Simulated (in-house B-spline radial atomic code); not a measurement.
Checks on a self-consistent run for Bi+, [Ar] 3d10 4s1 4p6 4d10 4f14 5s2 5p6 5d10 6s2 6p3. Computed with a radial B-spline atomic code at the basis-set limit: Dirac-Hartree-Fock, average of configuration, Fermi nucleus of rms radius 5.5211 fm.

| orbital | q | ε (Eh) | <1/r> | <r²> | small-component weight |
| --- | --- | --- | --- | --- | --- |
| 1s1/2 | 2 | -3351.14626 | 103.168 | 0.000346316 | 0.10052 |
| 2s1/2 | 2 | -608.89592 | 25.5789 | 0.00518505 | 0.023259 |
| 2p1/2 | 2 | -584.06135 | 25.4915 | 0.00365216 | 0.023318 |
| 2p3/2 | 4 | -498.66097 | 20.2349 | 0.00482794 | 0.020452 |
| 3s1/2 | 2 | -150.61727 | 9.38101 | 0.0335508 | 0.0078502 |
| 3p1/2 | 2 | -139.50046 | 9.28869 | 0.0304723 | 0.0077978 |
| 3p3/2 | 4 | -120.13140 | 7.919 | 0.0367149 | 0.0069773 |
| 3d3/2 | 4 | -102.04568 | 7.79976 | 0.0280439 | 0.006833 |
| 3d5/2 | 6 | -97.97378 | 7.49665 | 0.0297372 | 0.0066124 |
| 4s1/2 | 1 | -36.99967 | 3.97815 | 0.160781 | 0.0027025 |
| 4p1/2 | 2 | -31.83118 | 3.87787 | 0.161542 | 0.0026188 |
| 4p3/2 | 4 | -26.96250 | 3.42098 | 0.190653 | 0.0023243 |
| 4d3/2 | 4 | -19.12309 | 3.23043 | 0.196201 | 0.0021259 |
| 4d5/2 | 6 | -18.19795 | 3.12509 | 0.206172 | 0.0020454 |
| 4f5/2 | 6 | -7.83213 | 2.80415 | 0.218444 | 0.00169 |
| 4f7/2 | 8 | -7.61722 | 2.76463 | 0.224093 | 0.0016574 |
| 5s1/2 | 2 | -7.40166 | 1.67566 | 0.768305 | 0.00075098 |
| 5p1/2 | 2 | -5.61424 | 1.54989 | 0.869961 | 0.00065469 |
| 5p3/2 | 4 | -4.63339 | 1.38708 | 1.03707 | 0.00056294 |
| 5d3/2 | 4 | -1.96465 | 1.13903 | 1.51954 | 0.00039556 |
| 5d5/2 | 6 | -1.83349 | 1.09758 | 1.62172 | 0.0003712 |
| 6s1/2 | 2 | -1.07572 | 0.61778 | 4.92764 | 0.00012759 |
| 6p1/2 | 1 | -0.68618 | 0.518379 | 6.85044 | 8.9114e-05 |
| 6p3/2 | 2 | -0.58102 | 0.459434 | 8.49246 | 7.0643e-05 |

Electron-electron repulsion V_ee = 7821.3145 hartree.

(1) What total energy follows from the eigenvalues?

(2) Does the Dirac virial theorem hold?

(3) What diamagnetic shielding (Lamb formula) and susceptibility (Langevin formula) do the radii give?

Results:

(1) The eigenvalues count the repulsion twice, so E = Σqε - V_ee = -13709.185 - 7821.315 = -21530.499 hartree; the run printed -21530.499.

(2) For a point nucleus E = -2c²Σq·w, with w the small-component weight. Here Σq·w = 0.57299 and c = 137.0360, so the ratio E/(-2c²Σq·w) is 1.000478; the finite nucleus accounts for the departure from 1.

(3) σ = (α²/3)Σq<1/r> = 656.456/(3·137.036²) = 11652 ppm, and χ = -0.79199×10⁻⁶·Σq<r²> = -50.61×10⁻⁶ cm³/mol with Σq<r²> = 63.899 bohr². Both are non-relativistic formulas without the paramagnetism of open shells; for so heavy an element the full relativistic shielding is larger by tens of per cent.
